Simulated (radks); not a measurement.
Question: Species: Si-. Configuration: [Ne] 3s2 3p3. Calculated with a radial shooting solver on a logarithmic mesh with Libxc functionals: scalar-relativistic Kohn-Sham, PBE, spin-polarised, spherical densities, finite nucleus; open shells are filled with parallel spins first; Fermi nuclear charge, rms radius 3.1224 fm; hard spherical wall at 8 bohr. Some entries of the table are withheld. Estimate them.

| orbital | occ. | eigenvalue (eV) | <r^2> (bohr^2) | <1/r> (bohr^-1) |
|---|---|---|---|---|
| 1s up | 1 | -1777.587 | 0.01668 | 13.64 |
| 1s down | 1 | -1777.419 | 0.01668 | 13.64 |
| 2s up | 1 | -131.2355 | 0.3858 | 2.579 |
| 2s down | 1 | -131.0488 | 0.3857 | 2.579 |
| 2p up | 3 | -87.3172 | 0.3653 | 2.460 |
| 2p down | 3 | -87.0707 | 0.3650 | 2.459 |
| 3s up | 1 | -4.0866 | 6.039 | 0.5985 |
| 3s down | 1 | -2.1108 | 6.093 | 0.6062 |
| 3p up | 3 | 2.0946 | (1) | 0.4428 |
| 3p down | 0 | 3.9922 | (2) | 0.4267 |
| 4s up | 0 | (3) | (4) | 0.2800 |
| 4s down | 0 | (5) | (6) | 0.2801 |
| 3d up | 0 | 7.7843 | 22.30 | 0.2504 |
| 4p up | 0 | 9.1417 | 25.53 | 0.3171 |
| 3d down | 0 | 9.1486 | 23.83 | 0.2378 |
| 4p down | 0 | 10.4009 | 24.71 | 0.3364 |

Answer: 
(1) 3p up <r^2> (bohr^2): 10.66
(2) 3p down <r^2> (bohr^2): 11.78
(3) 4s up eigenvalue (eV): 6.5334
(4) 4s up <r^2> (bohr^2): 25.72
(5) 4s down eigenvalue (eV): 7.6588
(6) 4s down <r^2> (bohr^2): 26.01
